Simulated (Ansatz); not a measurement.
## A small benchmark: atomisation enthalpy at 298 K

10 molecules holding an element past argon; the atomisation enthalpy at 298 K in kJ/mol, computed less measured. Shapes, held fixed at every level: PBE0-D4/def2-TZVP. Thermal terms are harmonic and unscaled (PBE0-D4/def2-TZVP); the spin-orbit lowering of the free atoms is taken from their spectra. Programs: Ansatz 0.2.0. Measured values: Active Thermochemical Tables, CRC Handbook of Chemistry and Physics, NIST-JANAF tables.

Levels: A = HF/def2-SVP; B = B3LYP-D4/def2-TZVPP; C = CCSD(T)/def2-TZVPP.

```json
{"molecule": "HOI (hypoiodous acid)", "from tabulated heats": "635", "A": "-395", "B": "-19", "C": "-41"}
{"molecule": "BiCl3 (bismuth trichloride)", "from tabulated heats": "837", "A": "-375", "B": "+87", "C": "+13"}
{"molecule": "SbBr3 (antimony bromide)", "from tabulated heats": "792", "A": "-418", "B": "0", "C": "-65"}
{"molecule": "CBrCl2F (bromodichlorofluoromethane)", "from tabulated heats": "1391", "A": "-616", "B": "-40", "C": "-75"}
{"molecule": "CBrClF2 (SMILES FC(F)(Cl)Br)", "from tabulated heats": "1551", "A": "-631", "B": "-33", "C": "-70"}
{"molecule": "CHBrClF (bromochlorofluoromethane)", "from tabulated heats": "1479", "A": "-549", "B": "-23", "C": "-58"}
{"molecule": "SiHI3 (triiodosilane)", "from tabulated heats": "1063", "A": "-404", "B": "-23", "C": "-43"}
{"molecule": "SiI4 (SMILES I[Si](I)(I)I)", "from tabulated heats": "987", "A": "-459", "B": "-34", "C": "-56"}
{"molecule": "C2H3IO (acetyl iodide)", "from tabulated heats": "2570", "A": "-814", "B": "-4", "C": "-81"}
{"molecule": "C3H7Br (2-bromopropane)", "from tabulated heats": "3888", "A": "-973", "B": "-10", "C": "-90"}
```

Question: Sum up the errors.

Answer: 
| level | kind | mean error | mean absolute error | worst case |
| --- | --- | --- | --- | --- |
| HF/def2-SVP | Hartree–Fock | -563.4 | 563.4 | C3H7Br |
| B3LYP-D4/def2-TZVPP | global hybrid | -9.9 | 27.3 | BiCl3 |
| CCSD(T)/def2-TZVPP | coupled cluster or CI | -56.6 | 59.2 | C3H7Br |

On this set B3LYP-D4/def2-TZVPP has the smallest mean absolute error and HF/def2-SVP the largest. HF/def2-SVP is too low in 10 of 10; B3LYP-D4/def2-TZVPP is too low in 8 of 10; CCSD(T)/def2-TZVPP is too low in 9 of 10. The heats of BiCl3, SbBr3, SiI4, C2H3IO, C3H7Br come from older tables and can be uncertain by 10 kJ/mol or more. The molecules' own spin-orbit binding is left out, so errors for heavy halides read too negative. Heats of the atoms come from ATcT where it has them. The levels differ in basis as well as in method. With so many references in doubt the order of the levels isn't settled. The tabulated value of SiHI3 is in doubt (older tables, estimates, or at odds with other calculations) and kept here. Over the 9 molecules whose values aren't doubted the mean absolute errors are A 581.1; B 27.8; C 61.0. For HF/def2-SVP the error tends to grow with the atomisation enthalpy. Hartree–Fock lacks correlation and underbinds. Correlated wave functions converge slowly with the basis. For atoms past krypton def2 sets carry core potentials with scalar relativity. Relativity is left out for Br. Outer-core shells of Bi, Br, I, Sb are correlated, in sets that cover them unevenly. The set is small.
